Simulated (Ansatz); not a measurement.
## Ligand exchange: CHBr2I + SnH(CH3)3 → CH2BrI + Sn(CH3)3Br

Species: CHBr2I (dibromoiodomethane) `BrC(Br)I`, singlet; SnH(CH3)3, singlet; CH2BrI `BrCI`, singlet; Sn(CH3)3Br (trimethyltin bromide), singlet. The partners trade Br for H: C–Br and Sn–H bonds give way to C–H and Sn–Br.

Shapes, held fixed at every level: PBE0-D4/def2-TZVP. Programs: Ansatz 0.2.0. The zero-point and thermal change to 298 K, harmonic and unscaled (PBE0-D4/def2-TZVP), is +12.1 kJ/mol.

```
                level                   kind  ΔH(298 K) (kJ/mol)  less CCSD(T)/def2-TZVPP
     SPW92/def2-TZVPP                    LDA              -179.3                    +14.4
    PBE-D4/def2-TZVPP                    GGA              -187.5                     +6.2
  BHLYP-D4/def2-TZVPP          global hybrid              -211.3                    -17.6
r2SCAN0-D4/def2-TZVPP          global hybrid              -208.1                    -14.4
     CCSD(T)/def2-SVP  coupled cluster or CI              -199.2                     -5.5
        CCSD/def2-SVP  coupled cluster or CI              -204.4                    -10.7
   CCSD(T)/def2-TZVPP  coupled cluster or CI              -193.7                      0.0
```

The highest level, CCSD(T)/def2-TZVPP, gives ΔH(298 K) = -193.7 kJ/mol; the levels span -211.3 to -179.3. The column of differences is taken from that level and isn't an error. No measured value is set beside it here. For atoms past krypton def2 sets carry core potentials with scalar relativity. Relativity is left out for Br. Outer-core shells of Br, I, Sn are correlated, in sets that cover them unevenly.
